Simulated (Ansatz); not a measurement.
`N[SiH2]N[SiH](N)Cl`, charge 0, multiplicity 1.

Q: Give a relaxed structure at PBE0-D4/def2-TZVP (Ansatz 0.2.0). (Best estimate.)

A: Computed: 
```xyz
14

N    -1.851    0.463   -0.634
Si   -1.269   -0.713    0.488
N     0.349   -1.150    0.078
Si    1.727   -0.138   -0.014
N     1.174    1.422   -0.359
Cl    2.824   -0.054    1.744
H    -2.573    1.094   -0.321
H    -2.008    0.197   -1.595
H    -1.402   -0.052    1.811
H    -2.018   -2.002    0.496
H     0.515   -2.139   -0.036
H     2.682   -0.739   -0.972
H     1.632    2.252   -0.030
H     0.218    1.559   -0.655
```
This is one stationary point; other conformers may exist.
